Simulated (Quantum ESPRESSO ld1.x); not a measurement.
All-electron atom: Sn in [Kr] 4d10 5s2 5p2 (the NIST ground configuration). Calculated with ld1.x of Quantum ESPRESSO 7.5: Dirac Kohn-Sham, BLYP, spin-unpolarised, spherical densities, point nucleus; open shells are shared between the two j in proportion to 2j + 1.

Radial electron density D(r) = 4 pi r^2 rho(r):

| r (bohr) | D(r) (e/bohr) |
|---|---|
| 0.002449 | 7.243 |
| 0.003306 | 11.62 |
| 0.004418 | 17.84 |
| 0.005964 | 26.72 |
| 0.00805 | 37.95 |
| 0.01076 | 49.82 |
| 0.01452 | 60.32 |
| 0.0196 | 65.24 |
| 0.0262 | 62.91 |
| 0.03537 | 57.29 |
| 0.04726 | 58.17 |
| 0.0638 | 70.67 |
| 0.08612 | 82.15 |
| 0.1151 | 74.78 |
| 0.1554 | 58.57 |
| 0.2097 | 61.46 |
| 0.2803 | 67.11 |
| 0.3783 | 44.87 |
| 0.5107 | 22.01 |
| 0.6825 | 22.43 |
| 0.9213 | 21.30 |
| 1.244 | 11.37 |
| 1.662 | 4.840 |
| 2.243 | 2.416 |
| 3.028 | 1.275 |
| 4.047 | 0.5305 |
| 5.463 | 0.1446 |
| 7.374 | 0.02346 |
| 9.855 | 0.002078 |

D(r) has 4 maxima, at r = 0.0204, 0.0896, 0.264, 0.777 bohr, and minima at 0.0403, 0.173, 0.570 bohr, inside which lie 2.04, 11.23, 28.99 electrons.
